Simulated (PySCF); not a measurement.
Core-level binding energies of `CC[SiH2][AsH][SiH3]`

C2H11AsSi2.
Bonds: C1–C2, C2–Si3, Si3–As4, As4–Si5. Hydrogens: H6, H7, H8 on C1; H9, H10 on C2; H11, H12 on Si3; H13 on As4; H14, H15, H16 on Si5.

The calculation used delta-SCF UKS SCAN, pcX-2 on the ionised atom, pcseg-1 elsewhere, spin-free X2C in PySCF. These are vertical core ionisation energies against the vacuum level, from separate self-consistent calculations with and without the core hole.

Problem. List the computed XPS lines with their assignment.

Solution. 
```tsv
atom(s)	bonded to	level	binding energy (eV)	2p1/2 (eV)	above the level's lowest (eV)	count
Si5	3 H and As	Si 1s	1846.33	–	+0.27	1
Si3	C, 2 H and As	Si 1s	1846.06	–	0.00	1
C1	C and 3 H	C 1s	290.72	–	+0.49	1
C2	C, 2 H and Si	C 1s	290.23	–	0.00	1
Si5	3 H and As	Si 2p3/2	106.58	107.20	+0.28	1
Si3	C, 2 H and As	Si 2p3/2	106.30	106.92	0.00	1
```

Lowest listed C 1s: C2, bonded to C, 2 H and Si. Highest, 0.49 eV above it: C1, bonded to C and 3 H. Summing the Pauling electronegativity differences to the bonded atoms, each weighted by its formal bond order, gives -1.35 for the lowest site and -1.05 for the highest.

Lowest listed Si 1s: Si3, bonded to C, 2 H and As. Highest, 0.27 eV above it: Si5, bonded to 3 H and As.

The listed Si 2p3/2 values span 0.28 eV, from Si3 (bonded to C, 2 H and As) to Si5 (bonded to 3 H and As). Summing the Pauling electronegativity differences to the bonded atoms, each weighted by its formal bond order, gives +1.53 for the lowest site and +1.18 for the highest; the largest sum, +1.53, belongs to Si3, 0.28 eV below the top. The smallest sum, +1.18, belongs to Si5, 0.28 eV above the lowest.

Problem. Which photon wavelength matches the Si 2p3/2 of Si5 threshold?

Solution. λ = hc/E = 12398.42 eV Å / 106.58 eV = 116.330 Å.

Problem. Which effective nuclear charge Zeff reproduces each element's mean 1s value in the hydrogen-like formula E = 13.606 eV × Zeff²?

Solution. C (Z = 6): mean 290.5 eV, Zeff = 4.62, Z − Zeff = 1.38; Si (Z = 14): mean 1846.2 eV, Zeff = 11.65, Z − Zeff = 2.35. Means run over the listed sites, weighted by atom count.

For 2p shells one spin-free hole was relaxed; a mean-field spin–orbit operator and the ground-state splitting of the three 2p orbitals were then diagonalised within the shell. The shell's mean is (2 × 2p3/2 + 2p1/2)/3, and the degeneracies 2j + 1 give areas of 2:1. 2p1/2 minus 2p3/2 (ligand field included): Si 0.62 eV. No level of arsenic is listed. The structure is a single PBE0-D3(BJ)/def2-SVP conformer in the gas phase; no vibrational or solvent corrections.

The values belong to the conformer `[CH3:1][CH2:2][SiH2:3][AsH:4][SiH3:5]`: C1–C2–Si3–As4 -51°, C2–Si3–As4–Si5 -61°.
